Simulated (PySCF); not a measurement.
C6H12SSi2.
Geometry (PBE0-D3(BJ)/def2-SVP, Å), atoms numbered from 1 in this order:
```
atom  x, y, z in Å
C1     1.9103    2.7078   -0.3499
C2     1.3486    1.6366   -0.2100
Si3    0.5296    0.0080    0.0076
S4     1.6767   -1.2052    1.3677
Si5    3.6179   -0.9651    0.4712
C6    -1.1819    0.2025    0.7360
C7    -2.0053   -1.1128    0.7597
C8    -2.7298   -0.6463   -0.5174
C9    -2.2206    0.7844   -0.2592
H10    2.4042    3.6556   -0.4726
H11    0.4822   -0.6480   -1.3336
H12    3.5134   -1.0498   -1.0165
H13    4.4534   -2.0875    0.9864
H14    4.2423    0.3354    0.8478
H15   -1.0809    0.7307    1.6980
H16   -2.6768   -1.1465    1.6312
H17   -1.4587   -2.0686    0.7188
H18   -2.2827   -1.0820   -1.4239
H19   -3.8184   -0.7962   -0.5667
H20   -1.8481    1.3586   -1.1232
H21   -2.9653    1.4060    0.2610
```

Computed with PySCF at PBE0/pcSseg-1, non-relativistic, on one gas-phase PBE0-D3(BJ)/def2-SVP geometry that isn't relaxed in the solvent. The solvent is an IEF-PCM continuum (van der Waals radii × 1.2). Only the electrostatic response of the medium enters.

```
                medium  total energy (Eh)  HOMO (eV)  LUMO (eV)  dipole (D)
             gas phase       -1212.263724     -7.340     -0.541       1.647
chloroform (ε = 4.711)       -1212.268280     -7.448     -0.549       1.989
```

Question: What is E(solvent) − E(gas) in chloroform, in kcal/mol?

Answer: -1212.268280 − (-1212.263724) = -0.004556 Eh = -2.86 kcal/mol.

Question: Scale it by Onsager's factor (ε − 1)/(2ε + 1) to dimethylsulfoxide (ε = 46.83), and compare with the calculation.

Answer: The factor goes from 0.356 to 0.484, a ratio of 1.360, which gives -3.89 kcal/mol. The calculation gives -4.04 kcal/mol (total energy -1212.270155 Eh), so the scaled value is 3.7 % too small in size.

Question: Scale the changes of the other columns the same way. What are the values in dimethylsulfoxide?

Answer: 
```
  quantity  scaled  computed  difference
 HOMO (eV)  -7.486    -7.512      +0.026
 LUMO (eV)  -0.552    -0.576      +0.024
dipole (D)   2.113     2.136      -0.023
```

Question: How does each lowering split into the polarisation term (half the interaction with the induced surface charges) and the distortion of the solute's density?

Answer: chloroform: -3.11 + 0.25 kcal/mol, the distortion taking back 8 % of the polarisation term; dimethylsulfoxide: -4.56 + 0.52 kcal/mol, the distortion taking back 11 % of the polarisation term.
